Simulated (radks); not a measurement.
All-electron atom: Eu LX in [He] 2s2.

Method: Dirac Kohn-Sham, B86b exchange with PBE correlation, spin-unpolarised, spherical densities, point nucleus; computed with a radial shooting solver on a logarithmic mesh with Libxc functionals.

Energy parts (eV):
part                      energy
total                 -140503.10
kinetic                158914.89
electron-nucleus      -302306.79
Hartree                  4428.40
exchange-correlation    -1539.60

Orbitals (lengths in bohr, moments of r in powers of bohr):
orbital  occ.  eigenvalue (eV)      <r>
1s1/2       2        -54857.34  0.02222
2s1/2       2        -13388.19  0.08991

The highest occupied level is 2s1/2 at -13388.2 eV. The density falls to 0.001 e/bohr^3 at r = 0.33 bohr. Summed over all electrons, <r^2> = 0.02046 bohr^2, which gives a Langevin (diamagnetic) susceptibility term of -0.0162 x 10^-6 cm^3/mol. For comparison, the ionisation energy in NIST's Atomic Spectra Database is 13462 eV (theoretical). In exact Kohn-Sham theory the highest level is minus the ionisation energy, but local and semilocal functionals leave it too shallow, through self-interaction and a potential that decays too fast; potentials with the right tail come closer.
